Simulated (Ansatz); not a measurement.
Stepwise reaction of `[F][Sc]([Cl])[Cl]` with water, as a gas-phase model of exchange steps in deposition or etching. ΔE in kJ/mol; ΔG adds harmonic PBE0-D4 terms to CCSD(T)/CBS, at 1 bar.

Calculated with Ansatz (gas phase, PBE0-D4/def2-TZVP geometries, no zero-point term in ΔE). CCSD(T)/CBS is the MP2 limit (def2-TZVPP, def2-QZVPP) plus CCSD(T) − MP2 in def2-TZVPP, frozen cores. This one scheme is used for every species. Functionals use def2-TZVPP. B3LYP here is the variant with VWN-RPA as its local correlation; programs differ in this. For Sc outer-core shells are correlated without core-valence functions, which leaves a few kJ/mol of doubt a bond. Scalar relativity is left out up to krypton. Each species was taken in one conformer, which may not be the lowest.

| step | reaction | PBE-D4 | B3LYP-D4 | ωB97M-V | CCSD(T)/CBS | ΔG(500 K) |
| --- | --- | --- | --- | --- | --- | --- |
| 1 | `[F][Sc]([Cl])[Cl]` + H₂O → `[OH][Sc]([F])[Cl]` + HCl | 35.3 | 33.8 | 33.7 | 36.1 | 25.3 |

(1) Give the row of step 2, `[OH][Sc]([F])[Cl]` + H₂O → `[OH][Sc]([OH])[F]` + HCl. (Best estimate.)

(2) By hand: ΔE of the 2 steps together at CCSD(T)/CBS.

Results:

(1) Computed: 
```
step                                               reaction  PBE-D4  B3LYP-D4  ωB97M-V  CCSD(T)/CBS  ΔG(500 K)
   2  `[OH][Sc]([F])[Cl]` + H₂O → `[OH][Sc]([OH])[F]` + HCl    47.4      46.4     47.6         47.9       41.9
```

(2) (36.1) + (47.9) = 84.0 kJ/mol, or 42.0 kJ/mol a step.

In ΔE each step is higher than the one before. All are uphill at CCSD(T)/CBS. ΔG lies between 25.3 and 41.9 kJ/mol a step. PBE-D4 differs from CCSD(T)/CBS by -0.8 to -0.5 kJ/mol a step. Isolated molecules leave out the surface, adducts and barriers. Largest T1 diagnostic: 0.016.
